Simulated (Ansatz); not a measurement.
```yaml
crystal:
  periodic: [true, true, true]
  atoms:
    - {symbol: C, position_ang: [-0.482850, -0.211031, 1.432189]}
    - {symbol: N, position_ang: [0.019501, -0.114285, 0.073685]}
    - {symbol: C, position_ang: [1.170813, -0.962391, -0.176284]}
    - {symbol: W, position_ang: [-0.658294, 1.142071, -1.210614]}
    - {symbol: O, position_ang: [0.647009, 1.605341, -2.210063]}
    - {symbol: O, position_ang: [-1.275019, 2.477454, -0.342464]}
    - {symbol: F, position_ang: [-2.011175, 0.345039, -2.230904]}
    - {symbol: H, position_ang: [-0.837932, -1.227641, 1.633562]}
    - {symbol: H, position_ang: [0.312288, 0.024906, 2.148709]}
    - {symbol: H, position_ang: [-1.307540, 0.482973, 1.592664]}
    - {symbol: H, position_ang: [1.974430, -0.730084, 0.531904]}
    - {symbol: H, position_ang: [0.898501, -2.016567, -0.055160]}
    - {symbol: H, position_ang: [1.550258, -0.815774, -1.187243]}
basis:
  gaussian: {orbitals: x2c-TZVPPall, point_charges: [{charge: 2.00, position_ang: [6.315, -0.956, 0.834]}]}
hamiltonian: {xc: {name: RPBE}, dispersion: d3bj}
accuracy: high
```

```sh
$ ansatz run in.yaml --threads 2 --pin off --events-out ev --progress --plain --max-ram 32768MiB --backend cuda --devices 0, --max-vram 18GiB
```

Output, abridged:

```
Error: YAML parse error: error: line 2 column 3: crystal: missing field `lattice` (a structure is typed as `lattice` and `atoms`, a molecule's as `atoms` in Å alone, or read from a run's directory, `checkpoint`)
 --> <input>:2:3
1 | crystal:
2 |   periodic: [true, true, true]
3 |   atoms:
4 |     - {symbol: C, position_ang: [-0.482850, -0.211031, 1.432189]}
```

Problem. Something in this input is off. What?

Solution. The molecule is marked periodic without a cell. The program refused the input.
